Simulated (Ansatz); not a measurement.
`[AlH2][CH2]C[TeH]` + H–F → `[F][AlH2]` + `CC[TeH]`  (ligand exchange at the Al–C bond)

Isolated molecules relaxed with PBE0-D4/def2-TZVP in Ansatz; ΔE leaves out vibrations. CCSD(T)/CBS is the MP2 limit (def2-TZVPP, def2-QZVPP) plus CCSD(T) − MP2 in def2-TZVPP, frozen cores. This one scheme is used for every species. DFT in def2-TZVPP. Elements past krypton have def2 core potentials. For Te outer-core shells are correlated without core-valence functions, which leaves a few kJ/mol of doubt a bond. Each species was taken in one conformer, which may not be the lowest.

Problem. Is it downhill or uphill in electronic energy at CCSD(T)/CBS, and by how much? (Estimate.)

Solution. Ansatz gave: Downhill: ΔE = -198.9 kJ/mol.

Problem. What do these levels give: PBE-D4, revPBE-D4, BLYP-D4, r2SCAN0-D4, r2SCAN, r2SCAN0, CAM-B3LYP, MP2/def2-SVP, HF/def2-TZVPP, CCSD(T)/def2-TZVPP, MP2/CBS(def2), CCSD/CBS(def2)? (An estimate is asked.)

Solution. Ansatz gave: PBE-D4 -189.0, revPBE-D4 -186.3, BLYP-D4 -201.5, r2SCAN0-D4 -201.5, r2SCAN -204.2, r2SCAN0 -203.2, CAM-B3LYP -214.2, MP2/def2-SVP -210.7, HF/def2-TZVPP -222.5, CCSD(T)/def2-TZVPP -199.8, MP2/CBS(def2) -199.6, CCSD/CBS(def2) -202.5 kJ/mol.

Largest T1 diagnostic among the species: 0.012.

The D4 term adds +8.2 kJ/mol with B3LYP and +4.6 kJ/mol with PBE0; it sums over pairs of atoms, weighted by their polarisabilities, and B3LYP, whose exchange is more repulsive, gets the larger term. At CCSD(T), def2-SVP lies −10.2 kJ/mol from the extrapolated value and def2-TZVPP −0.9 kJ/mol.

B3LYP here is the variant with VWN-RPA as its local correlation; programs differ in this.
